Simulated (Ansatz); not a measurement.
Ansatz (a first-principles code) input (CCSD(T)/def2-SVPD):

Ansatz 0.2 input:
```yaml
crystal:
  periodic: [false, false, false]
  atoms:
    - {symbol: Sb, position_ang: [0.06785236, 0.04010139, 0.98563919]}
    - {symbol: Br, position_ang: [0.88206480, -1.82779314, -0.70905765]}
    - {symbol: Br, position_ang: [-0.98093538, 1.76935969, -0.72715946]}
basis:
  gaussian:
    orbitals: def2-SVPD
total_charge: -1
magnetization: {spin_polarized: false}
correlation: {method: ccsd_t, electrons: outside_noble_gas}
```

End of the output:

```
integrals: 0.20 GiB planned
1201 factors; integrals over basis functions are off by at most 2.6e-4 eV
mean field: 0.83 GiB planned
mean field evaluation 1: about -146494.2687 eV, gradient 1.4e1 eV
mean field evaluation 2: about -146494.3932 eV, gradient 1.4e1 eV
mean field evaluation 4: about -146495.1031 eV, gradient 9.9e-1 eV
mean field evaluation 8: about -146495.1186 eV, gradient 5.6e-5 eV
mean field evaluation 16: about -146494.9503 eV, gradient 9.6e-1 eV
mean field evaluation 32: about -146490.6119 eV, gradient 1.5e-2 eV
mean field evaluation 64: about -146491.0604 eV, gradient 1.3e-3 eV
mean field -146495.11856967 eV, -5383.5963094775 hartree, gradient 3.1e-6 eV, S^2 0.000000; 0 other end points of the search recorded, 0 dependent functions left out; unrestricted orbitals would lower it
37 core orbitals not correlated
reference -146495.11856967 eV, -5383.5963094775 hartree; 10, 10 occupied and 67, 67 virtual orbitals, 1201 factors
second order -9.28655468 eV of doubles, -0.00000000 eV of singles
coupled cluster: 0.27 GiB planned
cycle   1  -9.85586986 eV  change   -5.7e-1 eV  update   8.2e-2
cycle   2  -10.08183519 eV  change   -2.3e-1 eV  update   2.7e-2
cycle   3  -10.12837372 eV  change   -4.7e-2 eV  update   1.3e-2
cycle   4  -10.12473056 eV  change    3.6e-3 eV  update   3.6e-3
cycle   5  -10.12353218 eV  change    1.2e-3 eV  update   1.3e-3
cycle   6  -10.12368625 eV  change   -1.5e-4 eV  update   4.8e-4
cycle   7  -10.12378064 eV  change   -9.4e-5 eV  update   1.7e-4
cycle   8  -10.12381744 eV  change   -3.7e-5 eV  update   6.9e-5
cycle   9  -10.12382092 eV  change   -3.5e-6 eV  update   2.6e-5
cycle  10  -10.12381518 eV  change    5.7e-6 eV  update   9.6e-6
perturbative correction -0.34376741 eV, -0.0126332192 hartree
Total energy: -146505.58615226 eV, -5383.9809860425 hartree
```
